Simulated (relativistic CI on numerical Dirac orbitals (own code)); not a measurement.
## Slater and spin-orbit integrals, Ni⁺

Computed by Dirac-Coulomb-Breit CI, KLI orbitals optimised for each configuration, a model potential for QED, valence Slater integrals scaled by 0.85, P86 correlation energy added to each configuration (own radial code, finite nucleus).

Slater integrals F^k, G^k are unscaled and averaged over j, outside the closed core [Ar]; ζ comes from projecting the Hamiltonian with its Breit term on Σ l·s of the shell.

- 3d9: ζ(3d) = 577.61 cm⁻¹; <r>(3d) = 1.043, <r^2>(3d) = 1.46 (bohr units).
- 3d8 4s: F^2(3d,3d) = 95769, F^4(3d,3d) = 59315, ζ(3d) = 642.18, G^2(3d,4s) = 11509 cm⁻¹; <r>(3d) = 0.977, <r^2>(3d) = 1.257, <r>(4s) = 2.569, <r^2>(4s) = 7.609 (bohr units).
- 3d7 4s2: F^2(3d,3d) = 102920, F^4(3d,3d) = 64060, ζ(3d) = 706.22 cm⁻¹; <r>(3d) = 0.9171, <r^2>(3d) = 1.083 (bohr units).

(1) Give the Racah parameters of the d shell in 3d8 4s.

In this model ζ of a weakly bound d, f or g electron outside closed shells comes out too small, for d by up to a factor of two or three and at times with the wrong sign; that of an outer p electron is too small as well.

For a near-neutral ion this model can misplace configurations by up to about 10,000 cm⁻¹ (more where the count of f electrons changes) and terms by 10 to 25 % of their spread. Rates follow the energies as ν³ (E1, M1) or ν⁵ (E2), so they and the lifetimes can be off by large factors. The fine structure of a lone outer electron comes out too small, for d and f at times inverted, and misplaced configurations move strength between like terms. 59 of the 59 excited levels that our extract of the measured tables holds in this range could be paired (the sources list more); they are missed by 11625 cm⁻¹ on average and 16069 at most, and levels without a partner can miss by more. Some levels of the ground configuration have no partner and can miss by 10 % or more. The computed lowest level isn't the tabulated ground level, which NIST ASD gives as 3p6 3d9 2D5/2.

Averages of the first 10 configurations, taken without configuration mixing, which lowers the lowest level and can move excited configurations by several eV; other configurations of the list can lie among them:

| Configuration | Parity | States | Average energy above the lowest level (eV) |
| --- | --- | --- | --- |
| 3d9 | even | 10 | 0.3 |
| 3d8 4s | even | 90 | 1.7 |
| 3d7 4s2 | even | 120 | 8.0 |
| 3d8 4p | odd | 270 | 6.9 |
| 3d8 4d | even | 450 | 12.0 |
| 3d8 5s | even | 90 | 11.2 |
| 3d7 4s 4p | odd | 1440 | 13.0 |
| 3d8 5p | odd | 270 | 12.8 |
| 3d8 4f | odd | 630 | 14.7 |
| 3d8 5d | even | 450 | 14.6 |

Results:

(1) B = F²/49 − 5F⁴/441 = 1282 cm⁻¹ and C = 35F⁴/441 = 4708 cm⁻¹; values fitted to spectra at such low charge are typically 15 to 30 % smaller.
